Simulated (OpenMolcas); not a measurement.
An atom or ion with 4 electrons was computed by MS-CASPT2, IPEA 0.25 Eh, imaginary shift 0.1 Eh with spin-orbit coupling (OpenMolcas, ANO-RCC-VTZP, DKH2). The lowest levels that the run gave, each within 12 % of the measured value where one is at hand:

| J | Parity | E (cm-1) | g |
| --- | --- | --- | --- |
| 0 | even | 0.0 |  |
| 0 | odd | 37325 |  |
| 1 | odd | 37332 | 1.501 |
| 2 | odd | 37347 | 1.501 |
| 1 | odd | 75638 | 1.000 |
| 0 | even | 99228 |  |
| 1 | even | 99235 | 1.501 |
| 2 | even | 99250 | 1.501 |
| 2 | even | 104830 | 1.000 |
| 0 | even | 131397 |  |

Task: Which ion is it, and what are the configurations and terms?

Result: B+ (Z = 5, charge +1; active space 2 electrons in 4 orbitals (2s 2p)). J, parity and g give the terms where levels are pure, and mixed ones are named by the computed weights; the size of the splittings, set against known spectra of the 4-electron sequence, gives the charge. In order, with the measured energies in cm-1 (NIST Handbook of Basic Atomic Spectroscopic Data): 2s2 1S0, 2s 2p 3P* 0 (37336), 2s 2p 3P* 1 (37342), 2s 2p 3P* 2 (37358), 2s 2p 1P* 1 (73397), 2p2 3P0 (98911), 2p2 3P1 (98920), 2p2 3P2 (98933), 2p2 1D2 (102363), 2p2 1S0 (127661).

Computed and measured levels are paired by configuration, term and J; levels that our copy of the source lacks, or whose pairing is in doubt (as where it misses far off the trend of its configuration), stay unpaired and out of the deviations. Levels of configurations outside the active space are missing.

* marks odd parity.
